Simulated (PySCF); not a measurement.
# Working out the excitation energy of O²⁺

O²⁺ [He] 2s2 2p2 (3P) → O²⁺ [He] 2s1 2p2 3d1 (high-spin determinant). Calculation: PySCF 2.14, in x2c-TZVPPall with one added diffuse shell each of s, p, d type (6s4p3d1f, 40 functions); the spin-free X2C one-electron Hamiltonian (Gaussian nucleus). Frozen: 1s2. Energies in hartree (1 hartree = 27.21139 eV):

| part | O²⁺ (lower) | O²⁺ (upper) |
| --- | --- | --- |
| UHF | -73.156102 | -71.413627 |
| CCSD correlation | -0.095421 | -0.025550 |
| (T) | -0.001288 | -0.002383 |

**Question.** What does Hartree-Fock give?

**Answer.** (-71.413627) − (-73.156102) = 1.742475 hartree = 47.415 eV.

**Question.** What do CCSD and CCSD(T) give?

**Answer.** The CCSD correlation energies differ by 0.069871 hartree = 1.901 eV and the triples by -0.001095 hartree = -0.030 eV, so CCSD gives 49.316 eV and CCSD(T) 49.286 eV.

One determinant mixes LS terms, so it does not stand for a single term.

The coupled-cluster amplitudes are large, so a single reference is strained.
